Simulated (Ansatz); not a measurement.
Consider the ligand exchange at the Si–O bond: `O[SiH]([SiH3])O[SiH3]` + PH₃ → `O[SiH]([SiH3])P` + `O[SiH3]`.

Gas-phase electronic energies from Ansatz, PBE0-D4/def2-TZVP geometries. CCSD(T)/CBS is the MP2 limit (def2-TZVPP, def2-QZVPP) plus CCSD(T) − MP2 in def2-TZVPP, frozen cores. This one scheme is used for every species. Functionals use def2-TZVPP. Each species was taken in one conformer, which may not be the lowest.

| level | ΔE (kJ/mol) |
| --- | --- |
| r2SCAN | 94.1 |
| CCSD/def2-TZVPP | 105.1 |
| MP2/def2-QZVPP | 99.4 |
| SCS-MP2/def2-QZVPP | 105.0 |

Task: What does CCSD(T)/CBS give? (Estimate.)

Result: Computed: +98.7 kJ/mol. The listed levels differ from it by -4.6, 6.4, 0.7, 6.3 kJ/mol.

Largest T1 diagnostic among the species: 0.014.

In def2-TZVPP, CCSD(T) changes the Hartree–Fock value by −19.0 kJ/mol (the triples alone add −3.4 kJ/mol) and MP2 by −20.4 kJ/mol. From PBE to PBE0 (25 % exact exchange), in def2-TZVPP and without D4, ΔE moves by +6.0 kJ/mol.
